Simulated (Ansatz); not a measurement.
One geometry of C$_{2}$H$_{2}$Cl$_{3}$F$_{3}$GeO (`FC(F)(F)C[O][Ge]([Cl])([Cl])[Cl]`), several functionals.

```yaml
crystal:
  periodic: [false, false, false]
  atoms:
    - {symbol: F, position_ang: [-0.465272, -1.140842, -2.285004]}
    - {symbol: C, position_ang: [-0.756604, -1.486453, -1.031623]}
    - {symbol: F, position_ang: [-2.019177, -1.932871, -1.009303]}
    - {symbol: F, position_ang: [0.042285, -2.496686, -0.690114]}
    - {symbol: C, position_ang: [-0.628893, -0.317400, -0.078196]}
    - {symbol: O, position_ang: [0.698612, 0.135490, -0.118128]}
    - {symbol: Ge, position_ang: [1.216977, 1.467783, 0.891931]}
    - {symbol: Cl, position_ang: [0.904446, 0.978989, 2.932690]}
    - {symbol: Cl, position_ang: [0.082499, 3.199494, 0.427830]}
    - {symbol: Cl, position_ang: [3.257691, 1.760101, 0.480730]}
    - {symbol: H, position_ang: [-0.916817, -0.673374, 0.916864]}
    - {symbol: H, position_ang: [-1.338645, 0.450768, -0.403477]}
basis:
  gaussian: {orbitals: def2-TZVPP}
hamiltonian: {xc: {name: r2SCAN0}, dispersion: d4}
output: {orbitals: {seedname: orbitals}}
```

```sh
$ ansatz run in.yaml --threads 4 --pin off --events-out ev --progress --plain --max-ram 66560MiB --backend cuda --devices 0, --max-vram 37GiB
```

Output, abridged:

```
Functional definition: r2SCAN0
2473 factors; their error is unknown
mean field evaluation 1: about -106385.0301 eV, gradient 6.0e1 eV
mean field evaluation 2: about -106378.7460 eV, gradient 8.6e1 eV
mean field evaluation 4: about -106390.6185 eV, gradient 3.7e0 eV
mean field evaluation 8: about -106390.6400 eV, gradient 6.6e-2 eV
mean field evaluation 16: about -106391.0296 eV, gradient 1.9e-4 eV
mean field -106391.02958668 eV, -3909.7982228806 hartree, gradient 2.8e-5 eV, S^2 0.000000; 0 other end points of the search recorded, 0 dependent functions left out
reference -106391.02959530 eV, -3909.7982231973 hartree; 66, 66 occupied and 322, 322 virtual orbitals, 2473 factors
Total energy: -106391.16388109 eV, -3909.8031581091 hartree
```

Run time 2.5 s (4 threads of an AMD EPYC 7R13 on a shared host and a share of an NVIDIA H100 80 GB); peak host memory 0.94 GiB.

Changing it to `hamiltonian: {xc: pbe0, dispersion: d4}` (abridged; 2.4 s):

```
Functional definition: PBE0
mean field evaluation 16: about -106369.7493 eV, gradient 8.3e-4 eV
mean field -106369.74925090 eV, -3909.0161849650 hartree, gradient 5.8e-5 eV, S^2 0.000000
Total energy: -106370.12252405 eV, -3909.0299025001 hartree
```

Changing it to `hamiltonian: {xc: {name: B2PLYP}}` (abridged; 2.5 s):

```
Functional definition: B2PLYP
mean field evaluation 16: about -106355.0027 eV, gradient 2.3e-4 eV
mean field -106355.00267828 eV, -3908.4742584166 hartree, gradient 9.3e-6 eV, S^2 0.000000
30 core orbitals not correlated: weight in the atoms' cores, before any rotation towards them, 1.000 or more for the frozen orbitals, at most 0.000 for the correlated occupied ones
second order -68.67972870 eV of doubles, -0.00000000 eV of singles
Total energy: -106373.54641270 eV, -3909.1557280872 hartree
```

With the line `hamiltonian: {xc: pbe, dispersion: d4}` and forces (abridged; 3.4 s):

```
Functional definition: PBE
mean field evaluation 16: about -106365.1736 eV, gradient 1.4e-3 eV
mean field -106365.17360481 eV, -3908.8480330725 hartree, gradient 1.5e-5 eV, S^2 0.000000
Total energy: -106365.60546889 eV, -3908.8639037847 hartree
Atom 0 force     0.222791     0.283879    -0.901550 eV/Å
Atom 1 force     0.046674     0.385616     0.313250 eV/Å
Atom 2 force    -0.920405    -0.293736     0.043043 eV/Å
Atom 3 force     0.596818    -0.715158     0.273634 eV/Å
Atom 4 force    -0.256304     0.021314     0.100613 eV/Å
Atom 5 force     0.379428    -0.317672    -0.408418 eV/Å
Atom 6 force     0.063011     0.207862     0.163076 eV/Å
Atom 7 force    -0.062786    -0.101684     0.436594 eV/Å
Atom 8 force    -0.238116     0.372283    -0.098159 eV/Å
Atom 9 force     0.418357     0.048590    -0.094191 eV/Å
Atom 10 force    -0.079896    -0.064291     0.225326 eV/Å
Atom 11 force    -0.169572     0.172999    -0.053216 eV/Å
Dipole moment:    -0.119955     0.213287     0.219905 e Å
```

With the line `hamiltonian: {xc: {name: PBE-QIDH}}` (abridged; 2.8 s):

```
Functional definition: PBE-QIDH
mean field evaluation 16: about -106331.3580 eV, gradient 3.0e-4 eV
mean field -106331.35803757 eV, -3907.6053338977 hartree, gradient 7.4e-6 eV, S^2 0.000000
30 core orbitals not correlated: weight in the atoms' cores, before any rotation towards them, 1.000 or more for the frozen orbitals, at most 0.000 for the correlated occupied ones
second order -63.94743265 eV of doubles, -0.00000000 eV of singles
Total energy: -106352.67386157 eV, -3908.3886759813 hartree
```

The same input with `hamiltonian: {xc: {name: CAM-B3LYP}, dispersion: d4}` (abridged; 2.8 s):

```
Functional definition: CAM-B3LYP
mean field evaluation 16: about -106402.3905 eV, gradient 1.9e-4 eV
mean field -106402.39054122 eV, -3910.2157302591 hartree, gradient 7.4e-5 eV, S^2 0.000000
Total energy: -106402.77642772 eV, -3910.2299113265 hartree
```
